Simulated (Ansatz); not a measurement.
Calculated with Ansatz (gas phase, PBE0-D4/def2-TZVP geometries, no zero-point term in ΔE). CCSD(T)/CBS is the MP2 limit (def2-TZVPP, def2-QZVPP) plus CCSD(T) − MP2 in def2-TZVPP, frozen cores. This one scheme is used for every species. DFT in def2-TZVPP. B3LYP here is the variant with VWN-RPA as its local correlation; programs differ in this. Each species was taken in one conformer, which may not be the lowest.

Reaction (ligand exchange at the Si–O bond): `OBO[SiH2][SiH3]` + `O[SiH2]S` → `[SiH3][SiH2]O[SiH2]S` + `OBO`

```tsv
level	ΔE (kcal/mol)	difference from CCSD(T)/CBS
PBE0-D4	-4.1	-0.2
ωB97X-V	-3.7	0.2
ωB97M-V	-3.7	0.2
B2PLYP	-3.3	0.6
r2SCAN	-3.3	0.6
PBE0	-3.1	0.8
B3LYP	-2.9	1.0
HF/def2-TZVPP	-3.5	0.4
HF/def2-QZVPP	-3.6	0.3
MP2/CBS(def2)	-4.1	-0.2
CCSD(T)/CBS	-3.9	0
```

Largest T1 diagnostic among the species: 0.013.

The D4 term adds −1.7 kcal/mol with B3LYP and −1.1 kcal/mol with PBE0; it sums over pairs of atoms, weighted by their polarisabilities, and B3LYP, whose exchange is more repulsive, gets the larger term.
